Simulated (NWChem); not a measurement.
SeCl₂; SMILES Cl[Se]Cl

Computed with NWChem. The geometry was optimised at PBE0/def2-SVP. Ions are spin-unrestricted doublets at the neutral geometry; other ion states weren't tried.

For level B3LYP/def2-SVP:

| Quantity | Result |
|---|---|
| vertical ionisation energy, ΔSCF (eV) | 9.24 |
| −ε(HOMO) (eV) | 6.59 |

### Question
What are these values for level PBE/def2-SVP?

### Answer
| Property | Result |
|---|---|
| vertical ionisation energy, ΔSCF (eV) | 8.97 |
| −ε(HOMO) (eV) | 5.58 |
